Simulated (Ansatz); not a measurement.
C2F6NO4S2−, SMILES `O=S(=O)([N-]S(=O)(=O)C(F)(F)F)C(F)(F)F`, 15 atoms. Total charge -1; spin multiplicity 1. All runs use 11 threads of an AMD EPYC 7R13 on a shared host and a whole NVIDIA H100 80 GB. Correlated methods freeze the cores.

Question: Give the basis size and wall time and peak host memory of each of these runs in Ansatz. RKS PBE-D4/def2-TZVPPD energy and forces; RKS B97M-V/def2-TZVPPD energy; RHF-MP2/def2-QZVPPD energy; RHF-CCSD(T)/def2-SVPD energy; RKS revPBE-D4/def2-TZVPPD energy; RKS ωB97M-V/def2-SVPD energy; RKS HSE06 (plane-wave form)-D4/def2-TZVPPD energy; RKS PBE0-D4/def2-TZVPD relaxation (7 steps); RKS PBE0-D4/def2-TZVPD frequencies; RKS ωB97M-V/def2-QZVPPD energy; RHF-CCSD(T)/def2-TZVPPD energy; RKS PBE0-D4/def2-QZVPPD energy. (Best estimate.)

Answer: Computed: Other jobs shared the machine, so times are rough.

```
                                     level                   job  functions  wall time  peak host memory (GiB)
                     RKS ωB97M-V/def2-SVPD                energy        344      4.1 s                     1.1
RKS HSE06 (plane-wave form)-D4/def2-TZVPPD                energy        613      4.5 s                     1.2
                    RKS PBE-D4/def2-TZVPPD     energy and forces        613      5.5 s                     1.2
                 RKS revPBE-D4/def2-TZVPPD                energy        613      6.5 s                     1.2
                   RKS PBE0-D4/def2-QZVPPD                energy       1007        7 s                     1.7
                    RKS B97M-V/def2-TZVPPD                energy        613      8.5 s                     1.3
                       RHF-MP2/def2-QZVPPD                energy       1007      8.5 s                     1.8
                   RKS ωB97M-V/def2-QZVPPD                energy       1007        9 s                     1.8
                     RHF-CCSD(T)/def2-SVPD                energy        344       26 s                    0.93
                    RKS PBE0-D4/def2-TZVPD  relaxation (7 steps)        603       30 s                     1.5
                   RHF-CCSD(T)/def2-TZVPPD                energy        613    2.7 min                     4.6
                    RKS PBE0-D4/def2-TZVPD           frequencies        603    3.4 min                     1.6
```
